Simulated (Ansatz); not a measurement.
Geometry optimisation, DFT LDA, scalar-relativistic, plane waves, PAW (Ansatz).

The input (input.yaml):

```yaml
crystal:
  lattice:
    - [7.683475, 0.0, 0.0]
    - [0.0, 7.683475, 0.0]
    - [0.0, 0.0, 7.683475]
  atoms:
    - { symbol: C, position: [0.9525258, 0.1805362, 0.1771476] }
    - { symbol: H, position: [1.0119619, 0.0630318, 0.2298044] }
    - { symbol: H, position: [0.8855272, 0.2502075, 0.2809252] }
    - { symbol: H, position: [0.8594389, 0.1452434, 0.076143] }
    - { symbol: H, position: [1.0531751, 0.2636623, 0.1217179] }
    - { symbol: C, position: [0.6549803, 0.8626787, 0.2168324] }
    - { symbol: H, position: [0.7454602, 0.7836904, 0.2922441] }
    - { symbol: H, position: [0.5259625, 0.8555721, 0.275284] }
    - { symbol: H, position: [0.649328, 0.8140172, 0.0837429] }
    - { symbol: H, position: [0.6991706, 0.9974352, 0.2160584] }
    - { symbol: C, position: [0.1002503, 0.6228755, 0.4056822] }
    - { symbol: H, position: [0.2025949, 0.5460594, 0.3445467] }
    - { symbol: H, position: [-0.0251211, 0.5879692, 0.349324] }
    - { symbol: H, position: [0.1251688, 0.7607635, 0.3838042] }
    - { symbol: H, position: [0.0983585, 0.5967099, 0.5450539] }
    - { symbol: C, position: [0.1473047, 0.9394972, 0.8292695] }
    - { symbol: H, position: [0.2235234, 1.0385616, 0.8962742] }
    - { symbol: H, position: [0.0462922, 0.8908117, 0.9160963] }
    - { symbol: H, position: [0.2321472, 0.8325647, 0.7908004] }
    - { symbol: H, position: [0.0872559, 0.9960509, 0.7139069] }
    - { symbol: C, position: [0.5982481, 0.4612779, 0.5929285] }
    - { symbol: H, position: [0.674708, 0.5453027, 0.677819] }
    - { symbol: H, position: [0.5165554, 0.3762338, 0.6717099] }
    - { symbol: H, position: [0.6853731, 0.3826555, 0.5133015] }
    - { symbol: H, position: [0.5163558, 0.5409194, 0.5088835] }
    - { symbol: C, position: [0.6362801, 0.9937689, 0.6702746] }
    - { symbol: H, position: [0.6920328, 1.0920378, 0.7559925] }
    - { symbol: H, position: [0.5745944, 0.8925859, 0.7481821] }
    - { symbol: H, position: [0.7389607, 0.9364131, 0.5910301] }
    - { symbol: H, position: [0.5395324, 1.0540388, 0.5858939] }
    - { symbol: C, position: [0.4960297, 0.3008991, 0.2864364] }
    - { symbol: H, position: [0.5388547, 0.2169666, 0.3924272] }
    - { symbol: H, position: [0.4509729, 0.2211034, 0.1781996] }
    - { symbol: H, position: [0.6042677, 0.381906, 0.2435986] }
    - { symbol: H, position: [0.3900234, 0.3836202, 0.3315204] }
    - { symbol: C, position: [0.1780895, 0.1786929, 0.4739422] }
    - { symbol: H, position: [0.2915926, 0.1705447, 0.5585787] }
    - { symbol: H, position: [0.2193593, 0.2131083, 0.3426979] }
    - { symbol: H, position: [0.0894462, 0.2778561, 0.5231533] }
    - { symbol: H, position: [0.1119597, 0.0532626, 0.4713388] }
basis:
  ecutwfc: 420.0
kpoints:
  mp_grid: { grid: [1, 1, 1] }
hamiltonian:
  xc: lda
scf:
  occupations: { method: fermi_dirac, width: 0.05 }
  lower_state_search: "off"
relax:
  f_tol: 0.3
  max_steps: 15
  adjacent_minimum: "off"
```

Command:

```bash
$ ansatz run input.yaml --threads 1 --pin off --max-ram 3072MiB --backend cpu --events-out ev --progress --plain --runs-dir out
```

Task: Where does it end, and by what steps?

Result: It converged. The threshold is loose, so the end isn't yet a minimum. The force dipped under the threshold on the way, but the program's further checks kept it going. Limits of this set-up: coarse k mesh. After 2 steps the energy has fallen by 0.497 eV; H34 moved furthest, 0.33 Å.

```tsv
step	energy less start (eV)	largest force component (eV/Å)	accepted
0	0.0000	0.612	yes
1	-0.3700	0.121	yes
2	-0.4970	0.155	yes
```

```xyz
40
Lattice="7.6835 0.0000 0.0000 0.0000 7.6835 0.0000 0.0000 0.0000 7.6835" Properties=species:S:1:pos:R:3
C 7.255 1.428 1.164
H 7.662 0.456 1.478
H 6.770 1.900 2.034
H 6.529 1.275 0.351
H 8.078 2.075 0.821
C 4.995 6.529 1.689
H 5.707 5.925 2.268
H 3.992 6.445 2.130
H 4.976 6.179 0.648
H 5.311 7.579 1.714
C 0.740 4.825 3.099
H 1.533 4.230 2.627
H -0.231 4.517 2.687
H 0.911 5.889 2.895
H 0.751 4.649 4.184
C 1.107 7.134 6.536
H 1.720 7.911 7.014
H 0.401 6.716 7.270
H 1.764 6.343 6.141
H 0.545 7.585 5.706
C 4.683 3.685 4.702
H 5.218 4.306 5.434
H 4.000 2.981 5.210
H 5.401 3.107 4.106
H 4.096 4.318 4.022
C 4.916 7.626 5.180
H 5.334 8.400 5.837
H 4.443 6.841 5.785
H 5.714 7.192 4.564
H 4.158 8.072 4.522
C 3.877 2.315 1.923
H 4.152 1.669 2.769
H 3.445 1.692 1.125
H 4.762 2.865 1.573
H 3.133 3.038 2.289
C 1.350 1.344 3.770
H 2.218 1.285 4.440
H 1.673 1.647 2.770
H 0.634 2.086 4.149
H 0.865 0.364 3.696
```

The run took 6.5 s on 1 thread of Arm Neoverse V1, on a shared host, peak memory 0.37 GiB.
